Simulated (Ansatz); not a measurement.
A nudged elastic band was laid between two geometries of C2H8Si + FH (13 atoms, charge 0, multiplicity 1).

These are results of RKS B3LYP/def2-SVP (Ansatz), not measurements.

```json
{
  "movable images": "7",
  "climbing image": "yes",
  "spring": "5.0 eV/Å²",
  "optimiser": "quadratic models (default)",
  "start path": "through a guess of the saddle point",
  "force threshold": "0.05 eV/Å",
  "iteration limit": "60",
  "end points": "relaxed"
}
```

Image 0:

```xyz
13
Properties=species:S:1:pos:R:3
Si 0.110 0.522 0.649
C 1.017 -1.128 0.672
H -1.299 0.288 1.144
H 0.721 1.486 1.613
C 0.005 1.265 -1.078
H -2.049 -0.855 0.022
F -2.040 -1.404 -0.733
H 1.109 -1.521 1.698
H 0.456 -1.859 0.070
H 2.031 -1.032 0.252
H 1.007 1.391 -1.520
H -0.582 0.596 -1.726
H -0.486 2.251 -1.061
```

Image 8:

```xyz
13
Properties=species:S:1:pos:R:3
Si -1.217 1.551 0.377
C 1.284 -2.656 0.622
H -2.652 1.940 0.303
H -0.552 2.275 1.496
C -0.345 1.843 -1.249
H 0.499 -1.888 0.660
F -1.167 -0.049 0.731
H 1.536 -2.976 1.643
H 0.925 -3.522 0.047
H 2.183 -2.246 0.138
H 0.709 1.526 -1.198
H -0.834 1.287 -2.065
H -0.367 2.916 -1.506
```

Problem. Which bonds break or form, and what moves?

Solution. Bonds broken: Si1–C2, H6–F7. Bonds formed: Si1–F7, C2–H6. C2H8Si + FH becomes CH4 + CH5FSi.

Problem. What energy profile does the band end with?

Solution. The forces met the threshold. The highest image is number 3 of 0 to 8, 1.65 eV above the first end and 3.08 eV above the last; the last end lies 1.43 eV below the first. Neighbouring images differ by up to 2.1 eV, so the band resolves the path poorly. A vibrational analysis at the climbing image gives one clearly imaginary mode, 1051i cm⁻¹: a first-order saddle point. The orbitals stay closed-shell, which can raise the energy where a bond breaks towards radicals; this wasn't checked here.

```csv
image,path coordinate (Å),energy (eV),Si1–C2 (Å),H6–F7 (Å),Si1–F7 (Å)
0,0.00,0.00,1.88,0.93,3.20
1,1.08,0.10,1.90,0.93,3.27
2,2.16,0.35,1.93,0.94,2.77
3,3.24,1.65,2.18,1.20,1.99
4,4.44,-0.48,2.92,1.74,1.67
5,5.63,-1.33,3.55,2.20,1.64
6,6.82,-1.42,4.16,2.46,1.64
7,8.02,-1.43,4.60,2.48,1.64
8,9.21,-1.43,4.90,2.48,1.64
```

Problem. What is the geometry of the highest image?

Solution. 
```xyz
13
Properties=species:S:1:pos:R:3
Si -0.394 0.475 0.448
C 0.735 -1.379 0.679
H -1.599 0.674 1.298
H 0.702 1.055 1.307
C -0.216 1.416 -1.167
H -0.409 -1.315 0.003
F -1.440 -0.938 -0.494
H 0.764 -1.385 1.777
H 0.647 -2.439 0.363
H 1.687 -1.008 0.275
H 0.687 1.080 -1.704
H -1.081 1.274 -1.829
H -0.083 2.490 -0.953
```

Run time: 4.1 min on 2 threads of Arm Neoverse V1, on a shared host, peak memory 0.22 GiB.
